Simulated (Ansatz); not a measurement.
Ansatz (a quantum-chemistry and plane-wave program) input (B3LYP/LANL2DZ): The .json file is the Basis Set Exchange's LANL2DZ.

Ansatz 0.2 input:
```yaml
crystal:
  periodic: [false, false, false]
  atoms:
    - {symbol: K, position_ang: [-0.00000000, -0.00000000, -2.36684948]}
    - {symbol: I, position_ang: [0.00000000, 0.00000000, 0.84849321]}
basis:
  gaussian:
    orbitals: LANL2DZ.json
hamiltonian:
  xc: {name: B3LYP}
phonons: {temperatures: {t_min: 298.15, t_max: 298.15, t_step: 100}}
```

Output:

```
WARN ansatz: RAYON_NUM_THREADS=1 ignored (pool sized by the plan → 1); use --threads N
Functional definition: B3LYP
integrals: 0.01 GiB planned
319 factors; integrals over basis functions are off by at most 1.1e-4 eV
mean field: 0.07 GiB planned
mean field evaluation 1: about -1076.9319 eV, gradient 1.2e1 eV
mean field evaluation 2: about -1076.8722 eV, gradient 1.2e1 eV
mean field evaluation 4: about -1077.7639 eV, gradient 3.9e-2 eV
mean field evaluation 8: about -1077.7650 eV, gradient 3.0e-4 eV
mean field -1077.76496480 eV, -39.6071319210 hartree, gradient 1.0e-6 eV, S^2 0.000000; 0 other end points of the search recorded, 0 dependent functions left out
the calculation of the forces begins
reference -1077.76519547 eV, -39.6071403982 hartree; 8, 8 occupied and 12, 12 virtual orbitals, 319 factors
these checks for a lower state are left out or cut short: stability, starts, cluster_reference, orbital_swaps, neighbouring_geometries, increment
integrals: 0.01 GiB planned
319 factors; integrals over basis functions are off by at most 1.1e-4 eV
mean field: 0.07 GiB planned
mean field evaluation 16: about -1077.7650 eV, gradient 5.2e-6 eV
mean field -1077.76496480 eV, -39.6071319210 hartree, gradient 3.1e-7 eV, S^2 0.000000; 0 other end points of the search recorded, 0 dependent functions left out
the calculation of the forces begins
reference -1077.76519547 eV, -39.6071403982 hartree; 8, 8 occupied and 12, 12 virtual orbitals, 319 factors
these checks for a lower state are left out or cut short: stability, starts, cluster_reference, orbital_swaps, neighbouring_geometries, increment
integrals: 0.01 GiB planned
319 factors; integrals over basis functions are off by at most 1.1e-4 eV
mean field: 0.07 GiB planned
mean field -1077.76496480 eV, -39.6071319210 hartree, gradient 3.1e-7 eV, S^2 0.000000; 0 other end points of the search recorded, 0 dependent functions left out
the calculation of the forces begins
reference -1077.76519547 eV, -39.6071403982 hartree; 8, 8 occupied and 12, 12 virtual orbitals, 319 factors
these checks for a lower state are left out or cut short: stability, starts, cluster_reference, orbital_swaps, neighbouring_geometries, increment
integrals: 0.01 GiB planned
319 factors; integrals over basis functions are off by at most 1.1e-4 eV
mean field: 0.07 GiB planned
mean field -1077.76496480 eV, -39.6071319210 hartree, gradient 3.1e-7 eV, S^2 0.000000; 0 other end points of the search recorded, 0 dependent functions left out
the calculation of the forces begins
reference -1077.76519547 eV, -39.6071403982 hartree; 8, 8 occupied and 12, 12 virtual orbitals, 319 factors
these checks for a lower state are left out or cut short: stability, starts, cluster_reference, orbital_swaps, neighbouring_geometries, increment
integrals: 0.01 GiB planned
319 factors; integrals over basis functions are off by at most 1.1e-4 eV
mean field: 0.07 GiB planned
mean field evaluation 32: about -1077.7650 eV, gradient 3.1e-7 eV
mean field -1077.76496480 eV, -39.6071319210 hartree, gradient 3.1e-7 eV, S^2 0.000000; 0 other end points of the search recorded, 0 dependent functions left out
the calculation of the forces begins
reference -1077.76519547 eV, -39.6071403982 hartree; 8, 8 occupied and 12, 12 virtual orbitals, 319 factors
these checks for a lower state are left out or cut short: stability, starts, cluster_reference, orbital_swaps, neighbouring_geometries, increment
integrals: 0.01 GiB planned
319 factors; integrals over basis functions are off by at most 1.1e-4 eV
mean field: 0.07 GiB planned
mean field -1077.76495807 eV, -39.6071316736 hartree, gradient 1.7e-6 eV, S^2 0.000000; 0 other end points of the search recorded, 0 dependent functions left out
the calculation of the forces begins
reference -1077.76518873 eV, -39.6071401502 hartree; 8, 8 occupied and 12, 12 virtual orbitals, 319 factors
these checks for a lower state are left out or cut short: stability, starts, cluster_reference, orbital_swaps, neighbouring_geometries, increment
integrals: 0.01 GiB planned
319 factors; integrals over basis functions are off by at most 1.1e-4 eV
mean field: 0.07 GiB planned
mean field -1077.76495308 eV, -39.6071314902 hartree, gradient 1.7e-6 eV, S^2 0.000000; 0 other end points of the search recorded, 0 dependent functions left out
the calculation of the forces begins
reference -1077.76518377 eV, -39.6071399681 hartree; 8, 8 occupied and 12, 12 virtual orbitals, 319 factors
these checks for a lower state are left out or cut short: stability, starts, cluster_reference, orbital_swaps, neighbouring_geometries, increment
integrals: 0.01 GiB planned
319 factors; integrals over basis functions are off by at most 1.1e-4 eV
mean field: 0.07 GiB planned
mean field -1077.76496480 eV, -39.6071319210 hartree, gradient 3.1e-7 eV, S^2 0.000000; 0 other end points of the search recorded, 0 dependent functions left out
the calculation of the forces begins
reference -1077.76519547 eV, -39.6071403982 hartree; 8, 8 occupied and 12, 12 virtual orbitals, 319 factors
these checks for a lower state are left out or cut short: stability, starts, cluster_reference, orbital_swaps, neighbouring_geometries, increment
integrals: 0.01 GiB planned
319 factors; integrals over basis functions are off by at most 1.1e-4 eV
mean field: 0.07 GiB planned
mean field -1077.76496480 eV, -39.6071319210 hartree, gradient 3.1e-7 eV, S^2 0.000000; 0 other end points of the search recorded, 0 dependent functions left out
the calculation of the forces begins
reference -1077.76519547 eV, -39.6071403982 hartree; 8, 8 occupied and 12, 12 virtual orbitals, 319 factors
these checks for a lower state are left out or cut short: stability, starts, cluster_reference, orbital_swaps, neighbouring_geometries, increment
integrals: 0.01 GiB planned
319 factors; integrals over basis functions are off by at most 1.1e-4 eV
mean field: 0.07 GiB planned
mean field -1077.76496480 eV, -39.6071319210 hartree, gradient 3.1e-7 eV, S^2 0.000000; 0 other end points of the search recorded, 0 dependent functions left out
the calculation of the forces begins
reference -1077.76519547 eV, -39.6071403982 hartree; 8, 8 occupied and 12, 12 virtual orbitals, 319 factors
these checks for a lower state are left out or cut short: stability, starts, cluster_reference, orbital_swaps, neighbouring_geometries, increment
integrals: 0.01 GiB planned
319 factors; integrals over basis functions are off by at most 1.1e-4 eV
mean field: 0.07 GiB planned
mean field evaluation 64: about -1077.7650 eV, gradient 1.6e-6 eV
mean field -1077.76496480 eV, -39.6071319210 hartree, gradient 3.1e-7 eV, S^2 0.000000; 0 other end points of the search recorded, 0 dependent functions left out
the calculation of the forces begins
reference -1077.76519547 eV, -39.6071403982 hartree; 8, 8 occupied and 12, 12 virtual orbitals, 319 factors
these checks for a lower state are left out or cut short: stability, starts, cluster_reference, orbital_swaps, neighbouring_geometries, increment
integrals: 0.01 GiB planned
319 factors; integrals over basis functions are off by at most 1.1e-4 eV
mean field: 0.07 GiB planned
mean field -1077.76495308 eV, -39.6071314902 hartree, gradient 1.7e-6 eV, S^2 0.000000; 0 other end points of the search recorded, 0 dependent functions left out
the calculation of the forces begins
reference -1077.76518377 eV, -39.6071399681 hartree; 8, 8 occupied and 12, 12 virtual orbitals, 319 factors
these checks for a lower state are left out or cut short: stability, starts, cluster_reference, orbital_swaps, neighbouring_geometries, increment
integrals: 0.01 GiB planned
319 factors; integrals over basis functions are off by at most 1.1e-4 eV
mean field: 0.07 GiB planned
mean field -1077.76495807 eV, -39.6071316736 hartree, gradient 1.7e-6 eV, S^2 0.000000; 0 other end points of the search recorded, 0 dependent functions left out
the calculation of the forces begins
reference -1077.76518873 eV, -39.6071401502 hartree; 8, 8 occupied and 12, 12 virtual orbitals, 319 factors
Total energy: -1077.76519547 eV, -39.6071403982 hartree
Atom 0 at    -0.000000    -0.000000    -2.366849 Å, force    -0.000000     0.000000     0.001008 eV/Å
Atom 1 at     0.000000     0.000000     0.848493 Å, force     0.000000    -0.000000    -0.001008 eV/Å
Dipole moment:     0.000000     0.000000    -2.653301 e Å
Vibrations: 163.90 cm⁻¹, zero-point energy 0.010160 eV
```

The blocks after the first are displaced geometries, from whose forces the wavenumbers follow.
